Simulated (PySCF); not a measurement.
ClH7OSi3, SMILES [SiH3]O[SiH2][SiH2]Cl. Heavy atoms are numbered as in [SiH3:1][O:2][SiH2:3][SiH2:4][Cl:5]. Hydrogens are named by the atom that carries them.

Geometry optimised at B3LYP-D3(BJ)/def2-SVP. This is a generated structure with no PubChem entry under its InChIKey; it may be hypothetical. One conformer was computed; it need not be the lowest.

Method: PySCF with PBE/pcSseg-1.

GIAO shieldings, no solvent; atoms alike by connectivity are averaged. δ = σ(ref) − σ: ²⁹Si against TMS (σ = 335.4 ppm); ¹⁷O against H2O (σ = 334.3 ppm); ³⁵Cl against HCl (σ = 936.5 ppm); ¹H against TMS (σ = 31.49 ppm), references at their B3LYP-D3(BJ)/def2-TZVP geometries, non-relativistic (without spin–orbit terms, shifts of atoms bonded to Cl or Br come out too high).

```json
[
 {"nucleus": "²⁹Si", "atoms": "Si4 (SiH2)", "count": "1", "δ (ppm)": "-24.0"},
 {"nucleus": "²⁹Si", "atoms": "Si3 (SiH2)", "count": "1", "δ (ppm)": "-27.6"},
 {"nucleus": "²⁹Si", "atoms": "Si1 (SiH3)", "count": "1", "δ (ppm)": "-33.1"},
 {"nucleus": "¹⁷O", "atoms": "O2", "count": "1", "δ (ppm)": "8.7"},
 {"nucleus": "³⁵Cl", "atoms": "Cl5", "count": "1", "δ (ppm)": "-119.3"},
 {"nucleus": "¹H", "atoms": "H on Si4", "count": "2", "δ (ppm)": "5.81"},
 {"nucleus": "¹H", "atoms": "H on Si3", "count": "2", "δ (ppm)": "5.73"},
 {"nucleus": "¹H", "atoms": "H on Si1", "count": "3", "δ (ppm)": "5.38"}
]
```
